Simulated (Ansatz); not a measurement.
Gas-phase reaction 2 R1 + R2 → P1 + P2 + P3, each structure at its B3LYP-D3(BJ)/def2-TZVP stationary point, reached from a drawn start (curvature not checked).
P1, CH4 (SMILES C) (charge 0, multiplicity 1):
```xyz
5

C      0.000     0.000     0.000
H      0.629     0.629     0.629
H     -0.629    -0.629     0.629
H      0.629    -0.629    -0.629
H     -0.629     0.629    -0.629
```
R1, H2 (SMILES [H][H]) (charge 0, multiplicity 1):
```xyz
2

H      0.000     0.000     0.372
H      0.000     0.000    -0.372
```
P2, HCl (SMILES Cl) (charge 0, multiplicity 1):
```tsv
atom	x (Å)	y (Å)	z (Å)
Cl	0.0000	0.0000	0.6410
H	0.0000	0.0000	-0.6410
```
P3, SiH4 (SMILES [SiH4]) (charge 0, multiplicity 1):
```xyz
5

Si     0.000     0.000     0.000
H      0.855     0.855     0.855
H     -0.855    -0.855     0.855
H     -0.855     0.855    -0.855
H      0.855    -0.855    -0.855
```
R2, CH5ClSi (SMILES C[SiH2]Cl) (charge 0, multiplicity 1):
```xyz
8

Si     0.8066     0.2863     0.0187
C     -0.9947    -0.1836     0.0398
Cl     1.9304    -1.3055    -0.6937
H      1.0568     1.4349    -0.8771
H      1.3013     0.5992     1.3759
H     -1.1628    -1.0461     0.6865
H     -1.5958     0.6489     0.4138
H     -1.3418    -0.4339    -0.9638
```

P less R. No zero-point or thermal terms.

Correlated levels freeze the cores. CBS: X⁻³ extrapolation of the correlation energy, Hartree–Fock from the larger set.

Programs: Ansatz (Gaussian basis) for Hartree–Fock, density functionals and correlated methods. No computed number here is a measurement.

Question: Give the reaction energy at the level r2SCAN/def2-TZVPP.

Answer: 0.60 eV

Question: Give the reaction energy at the level HF/cc-pV(Q+d)Z.

Answer: 0.24 eV

Question: Give the reaction energy at the level CCSD(T)/CBS(cc-pV(T+d)Z, cc-pV(Q+d)Z).

Answer: 0.59 eV

Ansatz is an electronic-structure program.
